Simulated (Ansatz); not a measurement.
Stepwise reaction of `F[Si]([SiH3])([SiH3])Cl` with water, as a gas-phase model of exchange steps in deposition or etching. ΔE in kJ/mol.

Program: Ansatz. Geometries: PBE0-D4/def2-TZVP. ΔE: electronic, gas phase. CCSD(T)/CBS adds triple-zeta CCSD(T) − MP2 to the extrapolated MP2 energy (def2 sets, frozen cores). This one scheme is used for every species. Functionals use def2-TZVPP. B3LYP here is the variant with VWN-RPA as its local correlation; programs differ in this. One conformer a species, not always the lowest.

| step | reaction | PBE-D4 | B3LYP-D4 | ωB97M-V | CCSD(T)/CBS |
| --- | --- | --- | --- | --- | --- |
| 1 | `F[Si]([SiH3])([SiH3])Cl` + H₂O → `O[Si](F)([SiH3])Cl` + SiH₄ | -99.0 | -119.9 | -127.0 | -118.5 |
| 2 | `O[Si](F)([SiH3])Cl` + H₂O → `O[Si](O)(F)Cl` + SiH₄ | -93.9 | -114.5 | -122.6 | -115.8 |

Q: By hand: ΔE of the 2 steps together at CCSD(T)/CBS.

A: (-118.5) + (-115.8) = -234.3 kJ/mol, or -117.2 kJ/mol a step.

In ΔE the steps differ by no more than 2.7 kJ/mol. All are downhill at CCSD(T)/CBS. PBE-D4 differs from CCSD(T)/CBS by 19.5 to 21.9 kJ/mol a step. Isolated molecules leave out the surface, adducts and barriers. Largest T1 diagnostic: 0.013.
